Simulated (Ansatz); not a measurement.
Geometry optimisation, Ansatz, RKS PBE0-D4/def2-SVP.

Input:

```yaml
crystal:
  periodic: [false, false, false]
  atoms:
    - { symbol: B, position_ang: [0.0, 0.0, 0.0] }
    - { symbol: F, position_ang: [0.0, 0.0, 1.67] }
    - { symbol: F, position_ang: [1.1431, 0.0, -0.66] }
    - { symbol: H, position_ang: [-1.0305, 0.0, -0.595] }
    - { symbol: O, position_ang: [0.0766, 1.621, 0.5392] }
    - { symbol: H, position_ang: [0.4753, 1.6492, 1.4668] }
    - { symbol: H, position_ang: [0.0485, 1.0264, 1.5024] }
basis:
  gaussian: { orbitals: def2-SVP }
hamiltonian:
  xc: pbe0
  dispersion: d4
relax:
  f_tol: 0.15
  max_steps: 25
  restrain:
    - { distance: [0, 4], at: 1.41, k: 30.0 }
    - { distance: [6, 1], at: 0.92, k: 30.0 }
    - { distance: [0, 1], at: 2.52, k: 30.0 }
    - { distance: [6, 4], at: 2.21, k: 30.0 }
```

Command:

```bash
$ ansatz run input.yaml --threads 1 --pin off --max-ram 2048MiB --backend cpu --events-out ev --progress --plain --runs-dir out
```

Question: Where does it end, and by what steps?

Answer: The forces met the threshold. The restraints hold the end off the free minimum; the threshold counts their pulls, which the force column leaves out. Restrained pairs: B1–O5 (1.71 → 1.38 Å), F2–H7 (1.04 → 0.92 Å), B1–F2 (1.67 → 2.52 Å), O5–H7 (1.13 → 2.21 Å). After 11 steps the energy has fallen by 5.375 eV (the restraints' own energy left out); H6 moved furthest, 1.13 Å.

```
step  energy less start (eV)  largest force component (eV/Å)  accepted
   0                  0.0000                           7.729       yes
   1                 -2.1727                           5.029       yes
   2                 -3.2283                           5.051       yes
   3                 -4.2340                           2.941       yes
   4                 -4.6957                           1.765       yes
   5                 -5.0216                           1.152       yes
   6                 -5.2483                           0.936       yes
   7                 -5.2730                           2.016       yes
   8                 -5.3648                           0.828       yes
   9                 -5.3614                           0.924        no
  10                 -5.3719                           0.847       yes
  11                 -5.3752                           0.892       yes
```

```xyz
7
Properties=species:S:1:pos:R:3
B 0.041 0.495 -0.217
F -0.080 -0.404 2.136
F 1.208 -0.007 -0.599
H -0.992 -0.048 -0.495
O 0.021 1.724 0.411
H 0.915 2.074 0.517
H -0.399 0.463 2.171
```

Run time: 28 s on 1 thread of Arm Neoverse V1, on a shared host, peak memory 0.14 GiB.
